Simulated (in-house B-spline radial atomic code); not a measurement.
Br III (Br2+): [Ne] 3s2 (3p1/2)1 (3p3/2)4 3d10 4s2 4p4 (with a hole in an inner shell)

Computed with a radial B-spline atomic code at the basis-set limit: Dirac-Kohn-Sham PBE0, spherical fractional occupations, Fermi nucleus of rms radius 4.1629 fm.

Z_r = [3n² - l(l+1)]/(2<r>); Z_e = n√(-2ε); the last column is Slater's effective charge. Values are occupation-weighted means over j. An effective charge above Z reflects the relativistic contraction of the inner shells.

```json
{"shell": "1s", "electrons": "2", "ε (eV)": "-13424", "<r> (bohr)": "0.04274", "Z_r": "35.10", "Z_e": "31.41", "Slater": "34.70"}
{"shell": "2s", "electrons": "2", "ε (eV)": "-1799.4", "<r> (bohr)": "0.189", "Z_r": "31.74", "Z_e": "23.00", "Slater": "30.85"}
{"shell": "2p", "electrons": "6", "ε (eV)": "-1591.6", "<r> (bohr)": "0.1652", "Z_r": "30.26", "Z_e": "21.63", "Slater": "30.85"}
{"shell": "3s", "electrons": "2", "ε (eV)": "-286.01", "<r> (bohr)": "0.5458", "Z_r": "24.74", "Z_e": "13.75", "Slater": "24.10"}
{"shell": "3p", "electrons": "5", "ε (eV)": "-218.12", "<r> (bohr)": "0.5579", "Z_r": "22.41", "Z_e": "12.01", "Slater": "24.10"}
{"shell": "3d", "electrons": "10", "ε (eV)": "-109.54", "<r> (bohr)": "0.5703", "Z_r": "18.41", "Z_e": "8.51", "Slater": "14.85"}
{"shell": "4s", "electrons": "2", "ε (eV)": "-47.435", "<r> (bohr)": "1.536", "Z_r": "15.63", "Z_e": "7.47", "Slater": "8.80"}
{"shell": "4p", "electrons": "4", "ε (eV)": "-31.251", "<r> (bohr)": "1.773", "Z_r": "12.97", "Z_e": "6.06", "Slater": "8.80"}
```

The least bound orbital is 4p3/2 at -31.03 eV, and it is also the most diffuse (<r> = 1.782 bohr). The part-filled 3p shell lies below the filled 4s shell in orbital energy.

For the 1s electron the small component carries 1.61 % of the norm, the zero-frequency Breit interaction raises the level by 21.45 eV, self-energy by 11.39 eV, and vacuum polarisation lowers it by 1.162 eV.

Caution: exact exchange at fractional occupations of open shells leaves self-interaction of up to several eV.
